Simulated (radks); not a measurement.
Q: Excited configurations of Zn9+: one electron is placed in a higher orbital outside [Ar] 3d2. The ground configuration is [Ar] 3d3. Method: non-relativistic Kohn-Sham, PBE, spin-polarised, spherical densities, point nucleus; open shells are filled with parallel spins first; computed with a radial shooting solver on a logarithmic mesh with Libxc functionals. Excitation = E - E(ground); binding = E(ion) - E, where the ion is the core of charge +10; n* = 10/sqrt(2 binding) in atomic units, and the quantum defect is n - n*.

outer orbital  excitation (eV)  binding (eV)     n*  quantum defect  eigenvalue (eV)  <r> (bohr)
5s                      154.77        84.618  4.010           0.990          -80.973       2.456
5p                      161.22        78.168  4.172           0.828          -74.667       2.566
6s                      184.94        54.448  4.999           1.001          -52.252       3.801
7f                      209.52        29.869  6.749           0.251          -28.583       6.302

Estimate the row for 4p.

A: excitation (eV) 104.42; binding (eV) 134.98; n* 3.175; quantum defect 0.825; eigenvalue (eV) -127.94; <r> (bohr) 1.459. The Delta-SCF ionisation energy is 239.39 eV (NIST Atomic Spectra Database: 238 eV, theoretical). Self-interaction in the functional shifts the binding energies and quantum defects, so they are the method's values and not measured ones. Open shells are spherical and high-spin; term and fine-structure splittings are not resolved.
